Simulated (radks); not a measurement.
Question: These are the eigenvalues of the occupied orbitals of an atom or ion with whole-number occupations (eV). Method: scalar-relativistic Kohn-Sham, BLYP, spin-unpolarised, spherical densities, finite nucleus; Fermi nuclear charge, rms radius of each element as measured or else 0.836 A^(1/3) + 0.57 fm; computed with a radial shooting solver on a logarithmic mesh with Libxc functionals.

1s: -22015.62
2s: -3228.437
2p: -2899.675
3s: -627.5759
3p: -519.5051
3d: -345.5641
4s: -142.3391
4p: -110.7459
4d: -63.9433
5p: -36.5587

Which element is it, and in what charge state? The configuration may be excited.

Answer: Z = 44, ruthenium, charge +4: Ru4+ in [Ar] 3d10 4s2 4p4 4d4 5p2. The list shows which subshells hold electrons but not how many an open one holds; the 1s level, -809.06 hartree, gives Z - s = 40.2 by -(Z - s)^2/2, which with screening and relativity narrows Z to a few neighbours, and the depths of the outer levels then fix element, charge and occupations together.
